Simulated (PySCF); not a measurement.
The numbers are results of PBE-D3(BJ)/def2-TZVP // B3LYP-D3(BJ)/def2-SVP (PySCF), not measurements. Gas-phase values, no solvent. One relaxed conformer stands for a flexible species; it need not be the lowest. Excitations are Tamm–Dancoff values on a coarser integration grid. The basis has no diffuse functions, so Rydberg states are missing or too high.

Reference species (SMILES): `[I][Ge]([I])([I])[I]` (neutral, multiplicity 1).

```json
{
 "S1 oscillator strength": "0.000",
 "S1 excitation (TDA)": "2.49 eV"
}
```

Changed species: `C[CH2][Ge]([CH2]C)([CH2]C)[I]` (1 of 4 C2H5 replaced by I; the reference has 4 of 4 C2H5 replaced by I).

Give the shifts of the S1 oscillator strength and S1 excitation (TDA).

the S1 oscillator strength goes up by 0.016, to 0.016; the S1 excitation (TDA) goes up by 2.56 eV, to 5.05 eV.
